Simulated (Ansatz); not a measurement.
Start from `CCO[SiH2]P` and change one atom or group to get `CCOC`.

Ansatz, PBE0-D4/def2-TZVP geometries, multiplicity 1. Each molecule was computed in one conformer, which needn't be the lowest.

| property | `CCO[SiH2]P` |
| --- | --- |
| size of the dipole moment (PBE/def2-TZVPP) / D | 1.51 |
| HOMO energy (PBE0/def2-TZVPP) / eV | -7.61 |
| LUMO energy (ωB97M-V/def2-TZVPP) / eV | 2.13 |
| HOMO–LUMO gap (ωB97M-V/def2-TZVPP) / eV | 11.85 |
| HOMO energy (PBE/def2-TZVPP) / eV | -6.49 |
| LUMO energy (B3LYP/def2-TZVPP) / eV | 0.20 |

Question: Give the same properties after the change, and the shifts. (An estimate is asked.)

Answer: Computed: 
| property | `CCOC` | shift |
| --- | --- | --- |
| size of the dipole moment (PBE/def2-TZVPP) / D | 1.01 | -0.50 |
| HOMO energy (PBE0/def2-TZVPP) / eV | -7.36 | 0.25 |
| LUMO energy (ωB97M-V/def2-TZVPP) / eV | 2.82 | 0.69 |
| HOMO–LUMO gap (ωB97M-V/def2-TZVPP) / eV | 12.60 | 0.75 |
| HOMO energy (PBE/def2-TZVPP) / eV | -5.78 | 0.71 |
| LUMO energy (B3LYP/def2-TZVPP) / eV | 1.01 | 0.81 |

With PBE0 the HOMO rises by 0.25 eV and the LUMO rises by 0.96 eV, so the gap widens by about 0.71 eV. PBE moves the HOMO by 0.71 eV and ωB97M-V by -0.06 eV. Dipoles are sizes alone; their direction can turn.

B3LYP here is the variant with VWN-RPA as its local correlation; programs differ in this.
